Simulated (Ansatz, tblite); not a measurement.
Removing and adding an electron: Ti(OH)4 (TiO4H4). The state is a singlet with charge 0. Geometry: PBE-D4/def2-SVP. Ansatz, gas phase; energy differences of separate SCF runs; the oxidised species was run as a doublet alone; the reduced species was run as a doublet alone.

```xyz
9

Ti   -0.001   -0.001    0.001
O     0.219    0.640    1.678
H     1.070    0.714    2.144
O    -0.679   -1.677    0.058
H    -1.097   -2.086    0.836
O     1.592   -0.068   -0.854
H     1.893    0.562   -1.531
O    -1.133    1.102   -0.878
H    -1.865    0.814   -1.452
```

The xTB rows come from tblite. HOMO above LUMO, or a gap near zero within one spin, warns that the state may not be the lowest or that an electron is smeared out.

Question: Estimate orbital energies and vertical ionisation energies and electron affinities at: GFN1-xTB; GFN2-xTB; PBE-D4/def2-TZVP; PBE-D4/def2-TZVPD; r2SCAN-D4/def2-TZVP; r2SCAN-D4/def2-TZVPD; PBE0-D4/def2-TZVP; PBE0-D4/def2-TZVPD.

Answer: 
| level | −HOMO (eV) | vertical IE (eV) | −LUMO (eV) | vertical EA (eV) | HOMO–LUMO gap (eV) | IE − EA (eV) | remarks |
| --- | --- | --- | --- | --- | --- | --- | --- |
| GFN1-xTB | 13.43 | 16.75 | 8.98 | 5.55 | 4.44 | 11.20 | – |
| GFN2-xTB | 11.65 | 14.84 | 7.14 | 3.71 | 4.51 | 11.12 | – |
| PBE-D4/def2-TZVP | 7.32 | 10.41 | 2.22 | – | 5.09 | – | gap within one spin near zero (+1 doublet) |
| PBE-D4/def2-TZVPD | 7.42 | – | 2.33 | -0.21 | 5.09 | – | HOMO above zero (-1 doublet) |
| r2SCAN-D4/def2-TZVP | 7.71 | 10.67 | 2.15 | – | 5.56 | – | – |
| r2SCAN-D4/def2-TZVPD | 7.77 | – | 2.22 | -0.38 | 5.56 | – | HOMO above zero (-1 doublet) |
| PBE0-D4/def2-TZVP | 9.03 | 11.09 | 1.26 | – | 7.77 | – | – |
| PBE0-D4/def2-TZVPD | 9.09 | – | 1.33 | -0.34 | 7.76 | – | HOMO above zero (-1 doublet) |

   A HOMO above zero means that the electron is unbound at that level or that self-interaction error raises the level; the energy of removing that electron tells which. Raw xTB energy differences between charge states are shifted by several eV; the methods need an empirical correction for them. A negative affinity means that the extra electron isn't bound; its size then hangs on the basis.
